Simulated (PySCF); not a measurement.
PtF4: from structure and modes to constants

Computed with UPBE0 in PySCF with Pt def2-SVP with ECP60, F def2-SVP; scalar-relativistic core potentials, no spin–orbit coupling; density-fitted integrals.

The triplet minimum has D2h symmetry. Masses (u): Pt 194.96477, F 18.99840.

```xyz
5
charge 0 multiplicity 3, angstrom
Pt    0.0000    0.0000    0.0000
F     1.8469    0.0375    0.0000
F     0.0402    1.8468    0.0000
F    -1.8469   -0.0375    0.0000
F    -0.0402   -1.8468    0.0000
```

Harmonic wavenumbers (cm⁻¹): 159.3 (au, ×1), 219.8 (b2u, ×1), 234.2 (b3u, ×1), 251.2 (b1u, ×1), 273.9 (ag, ×1), 302.2 (b3g, ×1), 698.8 (ag, ×1), 725.4 (b2u, ×1), 735.8 (b1u, ×1).

Question: Find the principal moments of inertia and the rotational constants. What kind of rotor is it?

Answer: About the centre of mass I = 124.2, 135.11, 259.32 u Å². With B = 16.8576/I this gives 0.1357, 0.1248, 0.06501 cm⁻¹. The molecule is an asymmetric top with κ = 0.69.

Question: Find the vibrational entropy and heat capacity at 298.15 K.

Answer: With u = 1.43878 ω/T, each mode gives S = R[u/(eᵘ−1) − ln(1−e⁻ᵘ)] and C = R u² eᵘ/(eᵘ−1)².
```tsv
ω (cm⁻¹)	u	S (J/(mol K))	C (J/(mol K))
159.3	0.769	10.70	7.92
219.8	1.061	8.20	7.58
234.2	1.130	7.73	7.48
251.2	1.212	7.20	7.37
273.9	1.322	6.58	7.20
302.2	1.458	5.88	6.99
698.8	3.372	1.29	3.48
725.4	3.501	1.16	3.27
735.8	3.551	1.11	3.19
```
The sums over all modes are S = 49.9 and C = 54.5 J/(mol K); the softest mode gives 21 % of the entropy.

Question: Give the standard entropy (298.15 K, 1 bar) by its translational, rotational, vibrational and spin parts, and Cp.

Answer: Sackur–Tetrode with M = 270.96 u gives 178.7; rotation with symmetry number 4 gives 100.5; vibration 49.9; spin R ln 3 = 9.1. The total is 338.3 J/(mol K), and Cp = 4 R + 54.5 = 87.7 J/(mol K).

This need not be the most stable arrangement of these atoms. Open d and f shells are described by one determinant, and the ground state may have another occupation or spin. Spin–orbit coupling, left out here, can matter for elements this heavy.
